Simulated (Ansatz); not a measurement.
C3F6, SMILES `FC1(F)C(F)(F)C1(F)F`. Charge 0, multiplicity 1. The structure was optimised at the PBE0-D4/def2-TZVP level.

```xyz
9

F     0.749    1.388    1.154
C     0.714    0.469    0.200
F     1.878    0.340   -0.417
C    -0.565    0.296   -0.603
F    -0.474    0.020   -1.895
F    -1.604    1.068   -0.324
C    -0.149   -0.765    0.403
F     0.291   -1.932   -0.044
F    -0.839   -0.884    1.527
```

Question: What is the dipole moment at r2SCAN/def2-TZVPP? (Estimate.)

Answer: Computed: 0.00 D, zero by symmetry or nearly so.

Question: Give the Mulliken charges with r2SCAN, ωB97M-V, PBE in def2-TZVPP. (Best estimate.)

Answer: Ansatz gave: 
```tsv
atom	r2SCAN	ωB97M-V	PBE
F1	-0.16	-0.15	-0.12
C2	0.31	0.29	0.23
F3	-0.16	-0.15	-0.12
C4	0.31	0.29	0.23
F5	-0.16	-0.15	-0.12
F6	-0.16	-0.15	-0.12
C7	0.31	0.29	0.23
F8	-0.16	-0.15	-0.12
F9	-0.16	-0.15	-0.12
```
